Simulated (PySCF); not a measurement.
Working out the excitation energy of B

B [He] 2s2 2p1 (2P) → B [He] 2s1 2p2 (4P). Computed with PySCF 2.14 in x2c-TZVPPall with one added diffuse shell each of s, p, d type (6s4p3d1f, 40 functions), with the spin-free X2C one-electron Hamiltonian (Gaussian nucleus). Frozen: 1s2. Energies in hartree (1 hartree = 27.21139 eV):

| part | B (lower) | B (upper) |
| --- | --- | --- |
| UHF | -24.539118 | -24.458465 |
| CCSD correlation | -0.064369 | -0.015856 |
| (T) | -0.001328 | -0.000094 |

Task: What does Hartree-Fock give?

Result: (-24.458465) − (-24.539118) = 0.080653 hartree = 2.195 eV.

Task: What do CCSD and CCSD(T) give?

Result: The CCSD correlation energies differ by 0.048513 hartree = 1.320 eV and the triples by 0.001234 hartree = 0.034 eV, so CCSD gives 3.515 eV and CCSD(T) 3.549 eV.
